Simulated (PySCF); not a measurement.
## Broadened absorption spectrum of CH5Ga

Species: CH₅Ga.
SMILES: `[CH3][GaH2]`

Level of theory: PySCF, TDDFT wB97X-D/def2-SVPD, vertical, gas phase, core orbitals frozen in the response. Geometry: PBE0-D3(BJ)/def2-SVP; no solvent, vibrations or thermal averaging. Relativistic effects, spin–orbit coupling among them, are left out although an element past zinc is present.

Broadening: Gaussians 0.3 eV wide at half height, area fixed by f = 4.319×10⁻⁹ ∫ε dν̃. The width is an assumption, not a result. The curve ends short of the highest state used, and states not computed would add to its high-energy end.

E (eV), ε (L mol⁻¹ cm⁻¹) and a bar:
```
     4.78          0 
     4.90          9 
     5.02         63 
     5.15        201 
     5.27        232 
     5.39        110 
     5.51         22 
     5.64          1 
     5.76          0 
     5.88          0 
     6.00          0 
     6.12          0 
     6.25          0 
     6.37          0 
     6.49          0 
     6.61          0 
     6.74          0 
     6.86          0 
     6.98          0 
     7.10          1 
     7.22         32 
     7.35        527 #
     7.47       2795 ###
     7.59       6713 #######
     7.71      10002 ###########
     7.84      13511 ###############
     7.96      13452 ###############
     8.08      17138 ###################
     8.20      26912 ##############################
     8.32      22665 #########################
```

Task: Locate the maxima and give the states behind the curve.

Result: 237 nm (5.23 eV), ε about 240, made up of S1 (100%); 157 nm (7.89 eV), ε about 14000, made up of S4 (88%) (hardly more than a shoulder); 151 nm (8.23 eV), ε about 28000, made up of S5 (21%) and S6 (78%) (ε in L mol⁻¹ cm⁻¹; maxima over ε = 5, shares over 10%). The states used: S1 5.23 eV (f 0.0027); S2 5.33 eV (f 0.0000); S3 7.63 eV (f 0.069); S4 7.88 eV (f 0.137); S5 8.19 eV (f 0.069); S6 8.25 eV (f 0.241); S7 8.64 eV (f 0.130); S8 8.77 eV (f 0.164); S9 8.83 eV (f 0.0003); S10 8.92 eV (f 0.182).

Task: On this curve, what absorbance would a 10⁻⁵ mol/L sample give at 254 nm over a 1 cm path?

Result: 254 nm is 4.881 eV, where ε is about 5.8 L mol⁻¹ cm⁻¹, so A = ε c l ≈ 5.8e-05 (Beer–Lambert, with the gas-phase spectrum and the assumed width).

Task: Coming from long wavelengths, where does ε first pass 100 L mol⁻¹ cm⁻¹?

Result: At about 245 nm (5.06 eV), 0.17 eV below S1.

Task: What would ε be at 8.23 eV, the highest of these maxima, with half the width (0.15 eV)?

Result: About 51700 L mol⁻¹ cm⁻¹ against 27700, a factor of about 1.9; a lone state at its own centre would give exactly 2.

All these states lie below the vertical ionisation energy of 10.41 eV (ΔSCF).

The run took 12 s of wall time on Arm Neoverse V1, one thread, no GPU (shared host).
